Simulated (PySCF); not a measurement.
Predicted microwave data (PBE0/pcSseg-1 in PySCF (dipole) on a GFN2-xTB geometry, gas phase) for one isomer of C8H12:

- Rotational constants: A = 3443, B = 1533, C = 1370 MHz
- Dipole components: |μa| = 0.51 D, |μb| = 0.22 D, |μc| = 0.04 D
- Inertial defect: -107.61 u·Å²
- κ: -0.84

Question: Which structure is it? (One computed conformer of each.)
A. `[CH2:1]=[CH:2][CH2:3][CH2:4][C:5](=[CH2:6])[CH:7]=[CH2:8]` with C1–C2–C3–C4 -118°, C2–C3–C4–C5 -179°, C3–C4–C5–C6 100°, C4–C5–C7–C8 -2°
B. `[CH2:1]=[CH:2][C:3](=[C:4]=[CH:5][CH3:6])[CH2:7][CH3:8]` with C1–C2–C3–C4 178°, C2–C3–C7–C8 -80°
C. `[CH2:1]=[C:2]=[CH:3][C@@H:4]([CH:5]=[CH2:6])[CH2:7][CH3:8]` with C2–C3–C4–C5 118°, C3–C4–C5–C6 -118°, C3–C4–C7–C8 65°
D. `[CH2:1]=[CH:2][C@@:3]1([CH3:4])[CH2:5][C:6]12[CH2:7][CH2:8]2` with C1–C2–C3–C4 -1°
E. `[CH2:1]=[CH:2][CH2:3]/[CH:4]=[CH:5]/[CH2:6][CH:7]=[CH2:8]` with C1–C2–C3–C4 117°, C2–C3–C4–C5 117°, C4–C5–C6–C7 117°, C5–C6–C7–C8 117°
F. `[CH3:1][CH2:2][C@H:3]1[CH:4]=[CH:5][C:6]([CH3:7])=[CH:8]1` with C1–C2–C3–C4 176°

Answer: D. It is C=C[C@@]1(C)CC12CC2, an asymmetric top, point group C1. The candidates at the same level (rigid rotor, commonest isotopes):

```tsv
SMILES	A (MHz)	B (MHz)	C (MHz)	μa (D)	μb (D)	μc (D)	Δ (u·Å²)	point group	rotor
C=CC/C=C/CC=C	6497	676.8	648.9	0.00	0.19	0.00	-45.66	C2	near-prolate asymmetric top
CC[C@H]1C=CC(C)=C1	4215	1337	1084	0.17	0.07	0.06	-31.48	C1	asymmetric top
C=C[C@@]1(C)CC12CC2	3443	1533	1370	0.51	0.22	0.04	-107.61	C1	asymmetric top
C=CCCC(=C)C=C	3428	1142	904.5	0.08	0.15	0.04	-31.16	C1	asymmetric top
C=C=C[C@@H](C=C)CC	2114	1540	986.4	0.13	0.34	0.04	-54.73	C1	asymmetric top
C=CC(=C=CC)CC	2968	1191	957.7	0.57	0.38	0.12	-66.96	C1	asymmetric top
```

`CC[C@H]1C=CC(C)=C1` has A 22 % too high; `C=C=C[C@@H](C=C)CC` has A 39 % too low; `C=CCCC(=C)C=C` has C 34 % too low; `C=CC(=C=CC)CC` has C 30 % too low; `C=CC/C=C/CC=C` has A 89 % too high. No structure here is proved a minimum.
